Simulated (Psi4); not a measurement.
Psi4 input (wB97X-D/6-311+G**):

```
memory 1500 MB

molecule {
1 2
Si    0.28344100    0.30471300    0.59047000
F     1.03207800    1.44351800   -0.14563200
Cl   -0.77981600   -1.01515500   -0.40917000
symmetry c1
no_reorient
no_com
}

set {
  basis 6-311+G**
  reference uks
  scf_type pk
  dft_radial_points 99
  dft_spherical_points 590
  e_convergence 1e-8
  d_convergence 1e-7
  maxiter 150
}

e = energy('wb97x-d')
print_out(f'\nFINAL {e:.10f} DIPOLE {variable("CURRENT DIPOLE")[0]:.6f} {variable("CURRENT DIPOLE")[1]:.6f} {variable("CURRENT DIPOLE")[2]:.6f}\n')
```

From the output:

```
  HONO-1 :   19  A 1.9989849
  HONO-0 :   20  A 1.0000000
  LUNO+0 :   21  A 0.0010151
  LUNO+1 :   22  A 0.0003419
  LUNO+2 :   23  A 0.0001524
  LUNO+3 :   24  A 0.0000390

Computation Completed

Properties will be evaluated at   0.000000,   0.000000,   0.000000 [a0]

Properties computed using the SCF density matrix

 Multipole Moments:

 ------------------------------------------------------------------------------------
     Multipole            Electronic (a.u.)      Nuclear  (a.u.)        Total (a.u.)
 ------------------------------------------------------------------------------------

 L = 1.  Multiply by 2.5417464519 to convert [e a0] to [Debye]
 Dipole X            :          0.0616212            0.0000076            0.0616288
 Dipole Y            :         -0.0602595            0.0000170           -0.0602425
 Dipole Z            :          0.9978726            0.0000038            0.9978764
 Magnitude           :                                                    1.0015910

 ------------------------------------------------------------------------------------

FINAL -849.2386394436 DIPOLE 0.061629 -0.060242 0.997876

*** Psi4 exiting successfully. Buy a developer a beer!
```

The dipole moment of an ion depends on the origin.

The geometry given is a B3LYP-D3(BJ)/def2-TZVP minimum.
